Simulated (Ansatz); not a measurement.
Basis-set extrapolation for `c1ccc2cnccc2c1` (PBE0-D4/def2-TZVP geometry, frozen core, Ansatz 0.2.0). Multiplicity 1, RHF reference.

```
                      def2-TZVPP   def2-QZVPP
                 HF  -399.486711  -399.502970
    MP2 correlation    -1.595296    -1.697311
CCSD(T) correlation    -1.705785      not run
```

Energies in hartree. Use E(X) = E(∞) + A·exp(−7.88·√X) for Hartree–Fock and E(X) = E(∞) + B·X^(−2.97) for correlation, with X = 3 and 4, and add CCSD(T) minus MP2 of the smaller set to the MP2 limit.

**Question.** What is the CCSD(T) energy at the basis-set limit?

**Answer.** HF limit: -399.502970 + (-0.016259) × 0.13774 = -399.50521. MP2 limit: -1.697311 + (-0.102015) × 0.74074 = -1.77288. Higher-order term: -1.705785 − (-1.595296) = -0.11049. Total: -401.38858 hartree, 514.8 kJ/mol below CCSD(T)/def2-TZVPP.
